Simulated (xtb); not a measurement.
Cl₂FH₃Si₂, SMILES F[SiH2][SiH](Cl)Cl. All values are semi-empirical tight-binding results from xtb (GFN2-xTB unless named), good for trends rather than for accurate numbers. Geometry optimised at GFN2-xTB. The structure was generated by enumeration, and PubChem lists no compound with its InChIKey, so it may never have been made. The values are those of a single conformer.

Optimised geometry:

Bonded distances (Å): Si1–F2 1.611, Si1–Si3 2.314, Si1–H6 1.459, Si1–H7 1.458, Si3–Cl4 2.032, Si3–Cl5 2.026, Si3–H8 1.464. Bond angles (°): F2–Si1–Si3 106.3, F2–Si1–H6 103.6, F2–Si1–H7 103.5, Si3–Si1–H6 116.7, Si3–Si1–H7 114.4, H6–Si1–H7 110.7, Si1–Si3–Cl4 109.1, Si1–Si3–Cl5 112.1, Si1–Si3–H8 116.9, Cl4–Si3–Cl5 107.2, Cl4–Si3–H8 105.5, Cl5–Si3–H8 105.5.
Charge 0, spin multiplicity 1.

Task: Estimate the properties. (An estimate is asked for; the answer gives what the named calculation found.)

Result: 
```yaml
orbital_gap: 4.33 eV
dipole_moment: 0.90 D
zero_point_energy: 19.1 kcal/mol
G − E(el) at 298.15 K (modified RRHO): -2.5 kcal/mol
static polarisability (D4 model): 84.7 bohr³
solvation energy, GFN2-xTB/ALPB(water): -1.0 kcal/mol
solvation energy, GFN2-xTB/ALPB(dmf): -4.0 kcal/mol
```

Computed atomic charges and the Wiberg bond orders between heavy atoms:
charges (e) Si1 0.48, F2 -0.28, Si3 0.46, Cl4 -0.26, Cl5 -0.23, H6 -0.06, H7 -0.07, H8 -0.04. Bond orders Si1–F2 1.12, Si1–Si3 0.78, Si3–Cl4 1.09, Si3–Cl5 1.13.
